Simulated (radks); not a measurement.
Values are calculated unless marked as measured or tabulated.
Q: Mn2+, configuration [Ar] 3d5. Code: a radial shooting solver on a logarithmic mesh with Libxc functionals. Model: scalar-relativistic Kohn-Sham, r2SCAN, spin-polarised, spherical densities, finite nucleus; open shells are filled with parallel spins first; meta-GGA in the generalised Kohn-Sham scheme; Fermi nuclear charge, rms radius 3.7057 fm; hard spherical wall at 5 bohr. Some entries of the table are withheld. Estimate them.

| orbital | occ. | eigenvalue (eV) | <r> (bohr) |
|---|---|---|---|
| 1s down | 1 | -6469.516 | 0.06091 |
| 1s up | 1 | -6469.470 | 0.06091 |
| 2s up | 1 | -770.0986 | 0.2791 |
| 2s down | 1 | -767.3177 | 0.2784 |
| 2p up | 3 | -653.2827 | 0.2473 |
| 2p down | 3 | -651.1661 | 0.2465 |
| 3s up | 1 | -108.6792 | 0.8514 |
| 3s down | 1 | -101.8154 | 0.8564 |
| 3p up | 3 | -76.1353 | 0.9031 |
| 3p down | 3 | -69.2884 | 0.9101 |
| 3d up | 5 | -26.1041 | 1.117 |
| 3d down | 0 | -19.3018 | 1.166 |
| 4s up | 0 | -18.8119 | (1) |
| 4s down | 0 | -14.4782 | (2) |
| 4p up | 0 | -12.1038 | 2.615 |
| 4p down | 0 | -8.3733 | 2.745 |
| 4d up | 0 | (3) | (4) |
| 4d down | 0 | (5) | (6) |

A: 
(1) 4s up <r> (bohr): 2.382
(2) 4s down <r> (bohr): 2.504
(3) 4d up eigenvalue (eV): -1.4644
(4) 4d up <r> (bohr): 2.884
(5) 4d down eigenvalue (eV): 1.5207
(6) 4d down <r> (bohr): 2.962
